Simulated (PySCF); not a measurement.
**Dipole response of C⁺ (carbon, charge +1)**

[He] 2s2 2p1, 2P determinant. All numbers are calculated (PySCF 2.14, the spin-free X2C one-electron Hamiltonian (Gaussian nucleus), in aug-cc-pCVTZ-DK (7s6p4d2f, 59 functions)). Coupled (time-dependent) response in atomic units; α is the mean over directions.

```csv
method,mean α (bohr³),"α xx, yy, zz",C₆ (like pair),S(−4)
UHF,6.295,"6.367, 6.150, 6.367",14.96,39.83
PBE,6.090,"6.125, 6.018, 6.125",14.65,28.24
PBE0,6.068,"6.121, 5.962, 6.121",14.54,28.64
wB97M-V,6.064,"6.149, 5.894, 6.149",14.52,26.98
```

S(−4) is the Cauchy moment in α(ω) = α(0) + S(−4) ω² + …

α(iu) at PBE0:

| u (hartree) | α(iu) (bohr³) |
| --- | --- |
| 0 | 6.068 |
| 0.0500 | 5.998 |
| 0.100 | 5.801 |
| 0.200 | 5.161 |
| 0.300 | 4.412 |
| 0.500 | 3.121 |
| 0.750 | 2.081 |
| 1.00 | 1.465 |
| 1.50 | 0.8306 |
| 2.00 | 0.5334 |
| 3.00 | 0.2742 |
| 5.00 | 0.1136 |

For an ion, C₆ is the dispersion term alone; charge-induced terms of lower order in 1/R come first.

The components differ because the open shell of this determinant is not spherical; for a pure term their mean is the scalar polarisability.
